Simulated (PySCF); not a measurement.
# C8H10O2S: calculation and literature

Geometry:
```tsv
atom	x (Å)	y (Å)	z (Å)
C1	2.153	0.961	0.623
S2	2.030	0.405	-1.101
O3	3.323	-0.063	-1.519
O4	1.417	1.449	-1.874
C5	0.900	-1.040	-1.038
C6	-0.348	-0.644	-0.341
C7	-0.610	-1.071	0.956
C8	-1.759	-0.665	1.611
C9	-2.655	0.182	0.980
C10	-2.395	0.621	-0.308
C11	-1.250	0.211	-0.967
H12	2.489	0.127	1.224
H13	1.180	1.316	0.934
H14	2.881	1.762	0.648
H15	0.738	-1.304	-2.081
H16	1.452	-1.827	-0.532
H17	0.084	-1.736	1.450
H18	-1.956	-1.011	2.615
H19	-3.553	0.497	1.489
H20	-3.090	1.284	-0.802
H21	-1.040	0.561	-1.966
```

Published estimates (parent shift plus substituent increments) and measurements: δ $^{13}$C C7/C11 130.6; C8/C10 129.1; C9 129.1 ppm (estimated from measurements, as parent shift plus tabulated substituent increment; solution, not stated per compound (mostly CDCl3 or CCl4); Pretsch, Buehlmann, Badertscher, Structure Determination of Organic Compounds, 4th ed. (2009)).

One conformer, relativity neglected, one averaged value for each set of equivalent atoms, no solvent model. Structure optimised with GFN2-xTB; σ from GIAO-PBE0/pcSseg-1; PySCF 2.14.0 with density-fitted response routines.

**Question.** What does the calculation give, and how does it compare?

**Answer.** 
Reference values: estimated from measurements, as parent shift plus tabulated substituent increment (solution, not stated per compound (mostly CDCl3 or CCl4); Pretsch, Buehlmann, Badertscher, Structure Determination of Organic Compounds, 4th ed. (2009)).
```
 atoms    quantity  reference  computed  computed, scaled
C7/C11  δ $^{13}$C      130.6     137.0             131.3
C8/C10  δ $^{13}$C      129.1     134.6             128.9
    C9  δ $^{13}$C      129.1     134.6             129.0
```

Computed shifts are σ(ref) − σ with the named reference compound (TMS for H and C) calculated as an isolated molecule at the same level. The measured values may be among those fitted. Scaled to experiment by linear calibration (H and C: mostly CDCl3 data, vs TMS): $^{13}$C (scatter 2.1 ppm rms, 2.3 ppm with the 13 outliers that the fit left out). Occasional misses reach two or three times the rms, and more in compound classes unlike the fitted ones.

**Question.** How far are the unscaled $^{13}$C shifts from the references?

**Answer.** Mean signed difference +5.80 ppm, mean absolute 5.80 ppm over 3 comparisons; the largest is +6.4 ppm at C7/C11 (aromatic CH).
